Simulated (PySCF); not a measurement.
# Correlation energy of Cu⁺ (copper, charge +1)

[Ar] 3d9 4p1, one real determinant (an excited configuration). Computed with PySCF 2.14 in ANO-RCC-VTZP (6s5p3d2f1g, 59 functions), with the spin-free X2C one-electron Hamiltonian (Gaussian nucleus). Frozen: [Ar]; 10 electrons correlated.

```csv
level,correlation energy (mhartree)
CCSD,-339.54
(T),-9.16
CCSD(T),-348.70
```

Diagnostics: T1 = 0.011, D1 = 0.0286, largest double amplitude 0.030.

The real determinant used has ⟨L²⟩ near 8 against 12 for a pure F term, so it mixes terms.

Cost of the coupled-cluster step: roughly 13 core-seconds, for 10 correlated electrons.

The basis was made for the ground configuration and has no added diffuse functions, which can raise the energy of the promoted electron.

The reference is one real determinant that mixes LS terms of this configuration.
